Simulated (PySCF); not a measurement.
Compound: C₇H₁₀N₂.
SMILES with atom numbers: `[CH3:1][c:2]1[cH:3][n:4][cH:5][n:6]1[CH:7]1[CH2:8][CH2:9]1`

Definitions: NICS(0) = −σiso at the ring centroid; NICS(1) = −σiso and NICS(1)zz = −σzz at ±1 Å along the ring normal z. Level: GIAO PBE0/pcSseg-1 (PySCF, non-relativistic, gas phase) on the GFN2-xTB geometry, one conformer.

Rings: 1. C2–C3–N4–C5–N6; 2. C7–C8–C9.

```tsv
set	NICS(0)	NICS(1), two faces	NICS(1)zz, two faces
P	-12.6	-10.8 / -11.2	-28.4 / -28.5
Q	-41.8	-7.6 / -8.8	-17.4 / -23.2
```

Q: Which set (ppm) belongs to which ring?

A: P = 1, Q = 2.
- 1 (5-membered ring with 2 N; formal bonds all aromatic): mean NICS(1)zz -28.5 ppm, shielded. The ring is flat and has no four-coordinate atom; by the NICS criterion it is aromatic.
- 2 (3-membered carbocycle; formal bonds all single): mean NICS(1)zz -20.3 ppm, shielded. C7, C8, C9 have four or more neighbours; no verdict on aromaticity is drawn.

Q: How do the rings differ in shape?

A: 
```json
{"ring": "1", "bond lengths (Å)": "1.367, 1.360, 1.301, 1.358, 1.376", "rms pucker (Å)": "0.00", "HOMA": "0.90", "nearest outside atom to a NICS(1) probe (Å)": "hydrogen 2.40"}
{"ring": "2", "bond lengths (Å)": "1.497, 1.498, 1.504", "rms pucker (Å)": "0.00", "HOMA": "–", "nearest outside atom to a NICS(1) probe (Å)": "hydrogen 1.44"}
```

HOMA = 1 − mean of α(R − Ropt)² over the ring bonds, with Krygowski's 1993 parameters (CC: Ropt 1.388 Å, α 257.7 Å⁻²; CN: Ropt 1.334 Å, α 93.52 Å⁻²). A dash marks a ring with a four-coordinate atom, a triple bond, no multiple bond or a kind of bond without parameters.

The run took 34 s wall on Arm Neoverse V1, one thread, shared host. This is the whole shielding run at PBE0/pcSseg-1, SCF included.

Conformer computed: `[CH3:1][c:2]1[cH:3][n:4][cH:5][n:6]1[CH:7]1[CH2:8][CH2:9]1`: C5–N6–C7–C8 -36°.
